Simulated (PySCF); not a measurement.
**How methods differ on the excitation energy of Si**

Si [Ne] 3s2 3p2 (3P) → Si [Ne] 3s1 3p2 3d1 (high-spin determinant), as a difference of total energies. Computed with PySCF 2.14 in aug-cc-pV(T+d)Z (6s5p4d2f, 55 functions), with the non-relativistic Hamiltonian (point nucleus). Correlated levels: valence: [Ne] frozen. The calculations carry no spin-orbit coupling.

```csv
method,excitation energy (eV)
UHF,10.213
LDA,11.308
PBE,11.192
PBE0,11.236
r2SCAN,10.999
PW91,11.207
M06-L,11.351
wB97M-V,11.753
LC-wPBE,11.500
MP2 (valence),11.242
SCS-MP2 (valence),11.659
```

Task: How much does correlation contribute at MP2 (valence)?

Result: 11.242 − (10.213) = 1.029 eV, measured against UHF.

The upper state lies above the first ionisation limit, but in LS coupling its spin forbids autoionisation to the ground ion.

The promoted electron is Rydberg-like, and one or two diffuse shells describe it only roughly, which tends to raise the upper state.

The determinant of the upper state mixes LS terms, which raises its energy above the lowest term, most at the Hartree-Fock and MP2 levels.
